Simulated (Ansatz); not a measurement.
Species: C₇H₁₅, charge 0, multiplicity 2. It need not be the lowest isomer of its formula. SMILES: [CH2]C(C)(C)CCC
Geometry from a B3LYP-D3(BJ)/def2-TZVP (Ansatz, a first-principles code) optimisation:
```
C
H 1 1.0955
H 1 1.0958 2 106.08
C 1 1.5266 2 109.19 3 -117.08
H 4 1.0929 1 109.84 2 -59.76
H 4 1.0939 5 106.23 1 118.09
C 4 1.5262 5 109.20 6 118.27
H 7 1.0916 4 111.48 5 -57.36
H 7 1.0928 8 107.76 4 122.15
H 7 1.0930 8 107.70 9 115.69
C 1 1.5455 2 108.44 3 115.76
C 11 1.4940 1 110.40 2 -174.08
H 12 1.0820 11 121.00 1 -150.89
H 12 1.0828 13 117.82 11 169.50
C 11 1.5360 12 110.26 13 -27.73
H 15 1.0899 11 111.63 12 -57.91
H 15 1.0920 16 107.75 11 -121.44
H 15 1.0924 16 108.22 17 -116.43
C 11 1.5479 12 108.74 13 91.06
H 19 1.0911 11 110.91 12 -59.64
H 19 1.0913 20 108.14 11 -121.83
H 19 1.0936 20 108.26 21 -117.01
```
Charge 0, spin multiplicity 2.

Quantity: atomisation energy (electronic, to ground-state atoms), in kJ/mol. Cores are frozen in the correlated levels unless marked. Open shells are spin-unrestricted. No spin-orbit coupling. Non-relativistic. The coupled-cluster limit lacks core correlation, which all-electron functionals hold. CBS(X,Y): correlation extrapolated as X^-3; Hartree-Fock from the larger set. [CCSD(T)-MP2]/basis is that difference in the basis named.

```
level                                                     program  atomisation energy (kJ/mol)
-------------------------------------------------  --------------  ---------------------------
B3LYP-D3(BJ)/def2-TZVPD                            Ansatz + dftd3                       8701.5
PBE0/def2-TZVP                                             Ansatz                          [?]
RI-MP2/CBS(cc-pVTZ,cc-pVQZ)+[CCSD(T)-MP2]/cc-pVTZ          Ansatz                          [?]
```

Problem. Complete the blanks.

Solution. 
- PBE0/def2-TZVP, atomisation energy (kJ/mol): 8713.9
- RI-MP2/CBS(cc-pVTZ,cc-pVQZ)+[CCSD(T)-MP2]/cc-pVTZ, atomisation energy (kJ/mol): 8690.6
